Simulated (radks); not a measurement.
Polarisabilities and homonuclear dispersion coefficients (atomic units). Calculated with a radial shooting solver on a logarithmic mesh with Libxc functionals: scalar-relativistic Kohn-Sham, LDA (Slater exchange, Perdew-Wang correlation), spin-polarised, spherical densities, finite nucleus; open shells are filled with parallel spins first; Fermi nuclear charge, rms radius of each element as measured or else 0.836 A^(1/3) + 0.57 fm. Response by self-consistent Sternheimer equations with the Hartree and adiabatic LDA kernel, the relativistic mass of each level held fixed and spin-orbit coupling left out. For heavy and open-shell atoms this level of theory can miss by tens of per cent. "Uncoupled" leaves out the induced potential. Quadrupole and octupole values are given only where no p, d or f shell is open.

| species | configuration | alpha1 (bohr^3) | alpha1, uncoupled | alpha2 (bohr^5) | alpha3 (bohr^7) | C6 | C8 | recommended alpha1 |
|---|---|---|---|---|---|---|---|---|
| K | [Ar] 4s1 | 255.3 | 296.2 | 5679 | 179500 | 3229 | 419000 | 289.7 +/- 0.3 |
| Ca+ | [Ar] 4s1 | 67.69 | 84.51 | 1784 | 8929 | 463.1 | 32310 | - |
| Sc2+ | [Ar] 3d1 | 5.035 | 6.571 | - | - | 14.87 | - | - |
| Ti3+ | [Ar] 3d1 | 2.318 | 3.308 | - | - | 6.016 | - | - |
| V4+ | [Ar] 3d1 | 1.444 | 2.129 | - | - | 3.135 | - | - |
| Cr5+ | [Ar] 3d1 | 1.003 | 1.502 | - | - | 1.828 | - | - |
| Mn6+ | [Ar] 3d1 | 0.7377 | 1.113 | - | - | 1.143 | - | - |
| Fe7+ | [Ar] 3d1 | 0.5631 | 0.8532 | - | - | 0.7500 | - | - |
| Co8+ | [Ar] 3d1 | 0.4415 | 0.6703 | - | - | 0.5109 | - | - |

Recommended values: Schwerdtfeger and Nagle, table of static dipole polarisabilities (2023 update), measured or computed.
